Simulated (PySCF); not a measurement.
Computed properties of Ga(AsH2)(F)2 (AsF2GaH2), SMILES [AsH2][Ga]([F])[F]

Ga(AsH2)(F)2 (AsF2GaH2), SMILES [F][Ga]([F])[AsH2]. Coordinates come from a PBE0-D3(BJ)/def2-SVP optimisation. The values are those of a single conformer. All values are computed for the isolated molecule unless a solvent is named; none is compared with measurement here.

**Structure.** The optimised structure has Cs symmetry. All 12 harmonic modes at PBE0-D3(BJ)/def2-SVP (PySCF) are real, so it is a minimum. With heavy atoms numbered as in [Ga:1]([AsH2:2])([F:5])[F:6], the shortest bond between them is Ga1–F6 at 1.749 Å and the longest Ga1–As2 at 2.385 Å.

**Vibrations.** The strongest infrared lines (harmonic, unscaled, degenerate partners summed) lie at 696 cm⁻¹ (89 km/mol, F 83 %, Ga 17 %), 727 cm⁻¹ (73 km/mol, F 72 %, Ga 27 %), 2236 cm⁻¹ (56 km/mol, H 99 %). The softest mode is at 78 cm⁻¹ and the zero-point energy is 12.6 kcal/mol.

**Electronic structure.** B3LYP/def2-TZVP (PySCF) places the frontier levels at -8.32 and -1.80 eV, a gap of 6.52 eV, and gives a dipole moment of 3.39 D and a mean polarisability of 56.5 bohr³. PBE/def2-TZVP (PySCF) at the same geometry gives -7.39 and -2.34 eV, so its gap is 1.47 eV narrower. An orbital gap is neither the optical nor the fundamental gap.

**Excitations.** TDDFT-B3LYP/def2-SVPD (PySCF) has S1 at 5.81 eV (213 nm, f = 0.128, bright); the most intense of the 10 singlets computed lies at 7.43 eV (f = 0.35). T1 (TDA) is at 4.74 eV. TDDFT-PBE/def2-SVPD (PySCF) puts S1 at 5.52 eV. No vertical singlet excitation falls in the visible range (under 3.1 eV).

**NMR.** GIAO shifts at PBE0/pcSseg-1 (PySCF) (non-relativistic, atoms alike by connectivity averaged): ¹H at 2.2 ppm against TMS; ¹⁹F at -114.0 ppm against CFCl3.
